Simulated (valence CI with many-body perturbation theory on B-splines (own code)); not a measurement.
# N+: calculated level list

Calculated by relativistic CI+MBPT: four valence electrons over a frozen Dirac-Fock core [He], a basis of 11 s, 11 p, 9 d, 7 f, 5 g, 2 h, 1 i functions for each j, with the one-electron correlation potential Σ1 (screened to all orders), the two-electron term Σ2, the three-electron term Σ3, Breit, model QED; selected single and double excitations, second order for the rest, scaled by the run's own slope (own B-spline code, finite nucleus).

Against 39 measured levels this calculation errs by 56 cm⁻¹ on average and by 162 at most. These come from a selection out of the NIST Handbook of Basic Atomic Spectroscopic Data. Levels without a partner in it may be off by more. Among the levels kept, up to 670 cm⁻¹ of a level comes from second order outside the variational space, and about a tenth of that is noise between levels of different J, which matters for small intervals.

Levels 1 to 45 of 97, with energies above the lowest level, 2s2 2p2 3P_0. "Leading %" is the weight of the configuration and term that name the level; weights of strongly mixed levels are sums over their largest components and can fall short.

| No. | Configuration | Term | J | E (cm⁻¹) | Leading % | Second component | g |
| --- | --- | --- | --- | --- | --- | --- | --- |
| 1 | 2s2 2p2 | 3P | 0 | 0.0 | 96 |  |  |
| 2 | 2s2 2p2 | 3P | 1 | 48.6 | 96 |  | 1.501 |
| 3 | 2s2 2p2 | 3P | 2 | 132 | 96 |  | 1.501 |
| 4 | 2s2 2p2 | 1D | 2 | 15382 | 96 |  | 1.000 |
| 5 | 2s2 2p2 | 1S | 0 | 32810 | 92 | 6 % 2p4 1S |  |
| 6 | 2s 2p3 | 5S° | 2 | 46685 | 99 |  | 2.002 |
| 7 | 2s 2p3 | 3D° | 3 | 92254 | 96 |  | 1.334 |
| 8 | 2s 2p3 | 3D° | 2 | 92270 | 96 |  | 1.167 |
| 9 | 2s 2p3 | 3D° | 1 | 92272 | 96 |  | 0.499 |
| 10 | 2s 2p3 | 3P° | 2 | 109280 | 95 |  | 1.501 |
| 11 | 2s 2p3 | 3P° | 1 | 109281 | 95 |  | 1.501 |
| 12 | 2s 2p3 | 3P° | 0 | 109284 | 94 |  |  |
| 13 | 2s 2p3 | 1D° | 2 | 144290 | 90 |  | 1.000 |
| 14 | 2s2 2p 3s | 3P° | 0 | 148849 | 90 |  |  |
| 15 | 2s2 2p 3s | 3P° | 1 | 148884 | 82 | 7 % 2s2 2p 3s 1P° | 1.456 |
| 16 | 2s2 2p 3s | 3P° | 2 | 149019 | 90 |  | 1.501 |
| 17 | 2s2 2p 3s | 1P° | 1 | 149139 | 72 | 12 % 2s 2p3 1P° | 1.045 |
| 18 | 2s 2p3 | 3S° | 1 | 155252 | 95 |  | 2.002 |
| 19 | 2s2 2p 3p | 1P | 1 | 164550 | 91 |  | 1.000 |
| 20 | 2s2 2p 3p | 3D | 1 | 166465 | 92 |  | 0.499 |
| 21 | 2s2 2p 3p | 3D | 2 | 166529 | 92 |  | 1.167 |
| 22 | 2s2 2p 3p | 3D | 3 | 166623 | 92 |  | 1.334 |
| 23 | 2s 2p3 | 1P° | 1 | 166927 | 80 | 12 % 2s2 2p 3s 1P° | 1.000 |
| 24 | 2s2 2p 3p | 3S | 1 | 168834 | 92 |  | 2.001 |
| 25 | 2s2 2p 3p | 3P | 0 | 170498 | 90 |  |  |
| 26 | 2s2 2p 3p | 3P | 1 | 170540 | 90 |  | 1.502 |
| 27 | 2s2 2p 3p | 3P | 2 | 170600 | 90 |  | 1.501 |
| 28 | 2s2 2p 3p | 1D | 2 | 174175 | 90 |  | 1.000 |
| 29 | 2s2 2p 3p | 1S | 0 | 178263 | 87 |  |  |
| 30 | 2s2 2p 3d | 3F° | 2 | 186473 | 91 |  | 0.670 |
| 31 | 2s2 2p 3d | 3F° | 3 | 186534 | 92 |  | 1.084 |
| 32 | 2s2 2p 3d | 3F° | 4 | 186608 | 92 |  | 1.250 |
| 33 | 2s2 2p 3d | 1D° | 2 | 187049 | 88 |  | 0.999 |
| 34 | 2s2 2p 3d | 3D° | 1 | 187387 | 91 |  | 0.500 |
| 35 | 2s2 2p 3d | 3D° | 2 | 187411 | 91 |  | 1.165 |
| 36 | 2s2 2p 3d | 3D° | 3 | 187440 | 91 |  | 1.333 |
| 37 | 2s2 2p 3d | 3P° | 2 | 188808 | 91 |  | 1.500 |
| 38 | 2s2 2p 3d | 3P° | 1 | 188860 | 91 |  | 1.499 |
| 39 | 2s2 2p 3d | 3P° | 0 | 188880 | 91 |  |  |
| 40 | 2s2 2p 3d | 1F° | 3 | 189298 | 91 |  | 1.000 |
| 41 | 2s2 2p 3d | 1P° | 1 | 190082 | 88 |  | 1.000 |
| 42 | 2s2 2p 4s | 3P° | 0 | 196453 | 91 |  |  |
| 43 | 2s2 2p 4s | 3P° | 1 | 196510 | 91 |  | 1.499 |
| 44 | 2s2 2p 4s | 3P° | 2 | 196630 | 91 |  | 1.501 |
| 45 | 2s2 2p 4s | 1P° | 1 | 197804 | 89 |  | 1.002 |

Where two levels of one J and parity lie close, their mixing, g and order are uncertain.

The ionisation energy to 2s2 2p 2P°_1/2 of the next ion comes out as 29.592 eV (NIST: 29.6013 eV (semi-empirical)). All 97 levels together are meant to be complete up to 218263 cm⁻¹.
